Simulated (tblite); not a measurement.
C5H7NO.
Numbering: `[CH3:1][N:2]([CH3:3])[C:4]#[C:5][CH:6]=[O:7]` (hydrogens: H8, H9, H10 on C1; H11, H12, H13 on C3; H14 on C6)

Structure optimised with GFN2-xTB, isolated species.

Task: List the bond lengths and angles at this level.

Result: 
```
                  bond  length (Å)   order
          C1–N2, N2–C3       1.441  single
                 N2–C4       1.304  single
                 C4≡C5       1.217  triple
                 C5–C6       1.400  single
                 C6=O7       1.212  double
C1–H8 and 5 like bonds       1.092  single
                C6–H14       1.112  single
```

Bonds in one row agree within 0.01 Å and their mean is given. Orders are formal, as drawn. A selection of angles:
```
    angle  degrees
 N2–C1–H8    110.7
 N2–C1–H9    110.0
 H8–C1–H9    108.5
H8–C1–H10    108.9
 C1–N2–C3    117.1
 C1–N2–C4    121.0
 N2–C4–C5    178.6
 C4–C5–C6    178.4
 C5–C6–O7    126.5
C5–C6–H14    112.2
O7–C6–H14    121.3
```

The C–N distances run from 1.304 Å (N2–C4, drawn single) to 1.441 Å (C1–N2, drawn single), a spread of 0.137 Å. The 7 heavy atoms lie in one plane (0.018 Å rms). The 2 C–C bonds span 1.217 Å (C4≡C5, drawn triple) to 1.400 Å (C5–C6, drawn single), a spread of 0.183 Å. N2 (nitrogen bonded to 3 C) is planar (angles 121.7°, 121.0° and 117.1°, sum 359.7°, 0.04 Å off the plane of its three neighbours).

Point group: near Cs, missed by 0.17 Å at most; the miss may be what the optimiser left on a soft mode. Its GFN2-xTB frequencies are all real (lowest 37 cm⁻¹).

These are computed values.
